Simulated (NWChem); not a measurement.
All runs are NWChem calculations. System: fluoroethylene carbonate (C3H3FO3), charge 0, spin multiplicity 1, at a geometry optimised with B3LYP/def2-SVP. Level: RHF/def2-SVP.

Job file:

```
start mol
memory heap 200 mb stack 900 mb global 1100 mb
geometry units angstroms nocenter noautoz noautosym
  O      2.288413    -0.019543     0.210222
  C      1.129938     0.091956    -0.007873
  O      0.432146     1.250280    -0.038751
  C     -0.909220     1.004460    -0.442717
  C     -1.042433    -0.515398    -0.306466
  F     -1.648569    -0.839930     0.875048
  O      0.280990    -0.953212    -0.291542
  H     -1.604180     1.529077     0.226782
  H     -1.054330     1.344061    -1.480892
  H     -1.586471    -1.020075    -1.118423
end
basis spherical
  * library def2-svp
end
scf
  rhf
  nopen 0
  maxiter 100
  thresh 1e-7
  semidirect memsize 60000000 filesize 0
end
task scf energy
```

Part of the output:

```
             Northwest Computational Chemistry Package (NWChem) 7.3.0
             --------------------------------------------------------

                                NWChem Input Module
                                -------------------

 Scaling coordinates for geometry "geometry" by  1.889725989
 (inverse scale =  0.529177249)

                             Geometry "geometry" -> ""
                             -------------------------

 Output coordinates in angstroms (scale by  1.889725989 to convert to a.u.)

  No.       Tag          Charge          X              Y              Z
 ---- ---------------- ---------- -------------- -------------- --------------
    1 O                    8.0000     2.28841300    -0.01954300     0.21022200
    2 C                    6.0000     1.12993800     0.09195600    -0.00787300
    3 O                    8.0000     0.43214600     1.25028000    -0.03875100
    4 C                    6.0000    -0.90922000     1.00446000    -0.44271700
    5 C                    6.0000    -1.04243300    -0.51539800    -0.30646600
    6 F                    9.0000    -1.64856900    -0.83993000     0.87504800
    7 O                    8.0000     0.28099000    -0.95321200    -0.29154200
    8 H                    1.0000    -1.60418000     1.52907700     0.22678200
    9 H                    1.0000    -1.05433000     1.34406100    -1.48089200
   10 H                    1.0000    -1.58647100    -1.02007500    -1.11842300

 Effective nuclear repulsion energy (a.u.)     322.6744263572

            Nuclear Dipole moment (a.u.)
            ----------------------------
        X                 Y               Z
 ---------------- ---------------- ----------------
    -0.0000000000     0.0000018897    -0.0000094486


 Summary of "ao basis" -> "" (spherical)
 ------------------------------------------------------------------------------
       Tag                 Description            Shells   Functions and Types
 ---------------- ------------------------------  ------  ---------------------
 *                          def2-svp                  on all atoms

 Summary of "ao basis" -> "ao basis" (spherical)
 ------------------------------------------------------------------------------
       Tag                 Description            Shells   Functions and Types
 ---------------- ------------------------------  ------  ---------------------
 O                          def2-svp                 6       14   3s2p1d
 C                          def2-svp                 6       14   3s2p1d
 F                          def2-svp                 6       14   3s2p1d
 H                          def2-svp                 3        5   2s1p

                                 NWChem SCF Module
                                 -----------------

  ao basis        = "ao basis"
  functions       =   113
  atoms           =    10
  closed shells   =    27
  open shells     =     0
  charge          =   0.00
  wavefunction    = RHF
  use symmetry    = F
  symmetry adapt  = F

 Summary of "ao basis" -> "ao basis" (spherical)
 ------------------------------------------------------------------------------
       Tag                 Description            Shells   Functions and Types
 ---------------- ------------------------------  ------  ---------------------
 O                          def2-svp                 6       14   3s2p1d
 C                          def2-svp                 6       14   3s2p1d
 F                          def2-svp                 6       14   3s2p1d
 H                          def2-svp                 3        5   2s1p

 Forming initial guess at       0.1s

      Superposition of Atomic Density Guess
      -------------------------------------

 Sum of atomic energies:        -437.73824159

      Non-variational initial energy
      ------------------------------

 Total energy =    -441.106345
 1-e energy   =   -1243.209337
 2-e energy   =     479.428566
 HOMO         =      -0.371922
 LUMO         =       0.096840

 Starting SCF solution at       1.6s

 ----------------------------------------------
         Quadratically convergent ROHF

 Convergence threshold     :          1.000E-07
 Maximum no. of iterations :          100
 Final Fock-matrix accuracy:          1.000E-09
 ----------------------------------------------

              iter       energy          gnorm     gmax       time
             ----- ------------------- --------- --------- --------
                 1     -438.8489895519  1.89D+00  4.16D-01      1.7
                 2     -439.0275677265  4.67D-01  6.80D-02      2.0
                 3     -439.0461857440  4.40D-02  1.07D-02      2.4
                 4     -439.0464510828  9.76D-04  2.14D-04      3.1
                 5     -439.0464511844  5.24D-07  7.32D-08      4.1
                 6     -439.0464511844  3.58D-09  1.06D-09      4.9

       Final RHF  results
       ------------------

         Total SCF energy =   -439.046451184369
      One-electron energy =  -1244.303178924549
      Two-electron energy =    482.582301383009
 Nuclear repulsion energy =    322.674426357170

        Time for solution =      3.3s

             Final eigenvalues
             -----------------

              1
    1  -26.3178
    2  -20.6433
    3  -20.6387
    4  -20.5642
    5  -11.4633
    6  -11.4227
    7  -11.3462
    8   -1.6286
    9   -1.5348
   10   -1.4087
   11   -1.3977
   12   -1.0625
   13   -0.9349
   14   -0.8688
   15   -0.7977
   16   -0.7848
   17   -0.7327
   18   -0.7157
   19   -0.7001
   20   -0.6702
   21   -0.6315
   22   -0.6292
   23   -0.5952
   24   -0.5518
   25   -0.5402
   26   -0.4988
   27   -0.4893
   28    0.1571
   29    0.1918
   30    0.1992
   31    0.2282
   32    0.2305
   33    0.3022
   34    0.3239
   35    0.3459
   36    0.4216
   37    0.4757

                       ROHF Final Molecular Orbital Analysis
                       -------------------------------------

 Vector   25  Occ=2.000000D+00  E=-5.402139D-01
              MO Center=  6.3D-02,  1.9D-03, -2.2D-01, r^2= 2.9D+00
   Bfn.  Coefficient  Atom+Function         Bfn.  Coefficient  Atom+Function
  ----- ------------  ---------------      ----- ------------  ---------------
    90      0.410231   7 O  pz               93      0.323395   7 O  pz
    34     -0.300657   3 O  pz               37     -0.240018   3 O  pz
    48      0.170625   4 C  pz              104     -0.168515   9 H  s
     6     -0.166295   1 O  pz

 Vector   26  Occ=2.000000D+00  E=-4.987882D-01
              MO Center=  1.7D+00,  4.2D-02,  9.4D-02, r^2= 2.0D+00
   Bfn.  Coefficient  Atom+Function         Bfn.  Coefficient  Atom+Function
  ----- ------------  ---------------      ----- ------------  ---------------
     5      0.543582   1 O  py                8      0.380873   1 O  py
     6      0.159786   1 O  pz

 Vector   27  Occ=2.000000D+00  E=-4.893346D-01
              MO Center=  1.2D+00,  3.8D-01,  6.7D-04, r^2= 2.8D+00
   Bfn.  Coefficient  Atom+Function         Bfn.  Coefficient  Atom+Function
  ----- ------------  ---------------      ----- ------------  ---------------
     6      0.390806   1 O  pz               34     -0.329869   3 O  pz
     9      0.301114   1 O  pz               37     -0.276550   3 O  pz
     5     -0.184230   1 O  py               90     -0.177388   7 O  pz

 Vector   28  Occ=0.000000D+00  E= 1.570518D-01
              MO Center= -1.3D+00,  4.4D-01, -1.5D+00, r^2= 4.7D+00
   Bfn.  Coefficient  Atom+Function         Bfn.  Coefficient  Atom+Function
  ----- ------------  ---------------      ----- ------------  ---------------
    45      1.690275   4 C  s               105     -1.535738   9 H  s
   110     -1.315367  10 H  s                59      0.776315   5 C  s
   100     -0.710085   8 H  s                65     -0.441223   5 C  pz
    51     -0.395750   4 C  pz               50      0.347585   4 C  py
    64     -0.317607   5 C  py               63     -0.288044   5 C  px

 Vector   29  Occ=0.000000D+00  E= 1.917800D-01
              MO Center= -6.9D-01,  8.3D-01,  1.7D-01, r^2= 5.6D+00
   Bfn.  Coefficient  Atom+Function         Bfn.  Coefficient  Atom+Function
  ----- ------------  ---------------      ----- ------------  ---------------
    45      1.771632   4 C  s               100     -1.699870   8 H  s
    59     -1.060368   5 C  s               110      0.674189  10 H  s
    49     -0.617579   4 C  px               23     -0.426681   2 C  pz
    51      0.365358   4 C  pz               65      0.341365   5 C  pz
    20     -0.333771   2 C  pz                9      0.286581   1 O  pz

 Vector   30  Occ=0.000000D+00  E= 1.991855D-01
              MO Center= -1.4D-01, -6.3D-02, -4.3D-01, r^2= 5.8D+00
   Bfn.  Coefficient  Atom+Function         Bfn.  Coefficient  Atom+Function
  ----- ------------  ---------------      ----- ------------  ---------------
   110      1.387641  10 H  s                59     -0.930118   5 C  s
   100     -0.888143   8 H  s                45      0.823032   4 C  s
    23      0.511356   2 C  pz               65      0.498902   5 C  pz
    20      0.401297   2 C  pz              105     -0.368901   9 H  s
     9     -0.346796   1 O  pz               49     -0.322717   4 C  px

 center of mass
 --------------
 x =   0.04546745 y =  -0.04774932 z =   0.05754779

 moments of inertia (a.u.)
 ------------------
         346.542435260513         -87.417221161537          35.051329832982
         -87.417221161537         741.560971334066          50.829716965622
          35.051329832982          50.829716965622         919.964760101293

  Mulliken analysis of the total density
  --------------------------------------

    Atom       Charge   Shell Charges
 -----------   ------   -------------------------------------------------------
    1 O    8     8.33   1.99  1.08  0.69  2.81  1.73  0.02
    2 C    6     5.29   1.99  0.89  0.03  1.83  0.35  0.20
    3 O    8     8.51   1.99  1.06  0.75  2.86  1.83  0.02
    4 C    6     5.77   1.99  0.89  0.16  2.00  0.67  0.07
    5 C    6     5.47   1.99  0.90  0.12  1.89  0.46  0.12
    6 F    9     9.35   1.99  1.12  0.82  3.33  2.08  0.01
    7 O    8     8.51   1.99  1.07  0.74  2.86  1.83  0.02
    8 H    1     0.91   0.75  0.14  0.02
    9 H    1     0.92   0.76  0.14  0.02
   10 H    1     0.93   0.77  0.14  0.02

       Multipole analysis of the density wrt the origin
       ------------------------------------------------

     L   x y z        total         open         nuclear
     -   - - -        -----         ----         -------
     0   0 0 0     -0.000000      0.000000     54.000000

     1   1 0 0     -1.796230      0.000000     -0.000000
     1   0 1 0      0.475109      0.000000      0.000002
     1   0 0 1     -1.007171      0.000000     -0.000009

     2   2 0 0    -33.496991      0.000000    335.047520
     2   1 1 0     -1.605850      0.000000     37.138183
     2   1 0 1      1.924923      0.000000     -9.546965
     2   0 2 0    -30.159110      0.000000    139.307995
     2   0 1 1      0.333285      0.000000    -25.138909
     2   0 0 2    -27.274902      0.000000     47.038580

 Task  times  cpu:        4.9s     wall:        4.9s

 Total times  cpu:        4.9s     wall:        4.9s
```
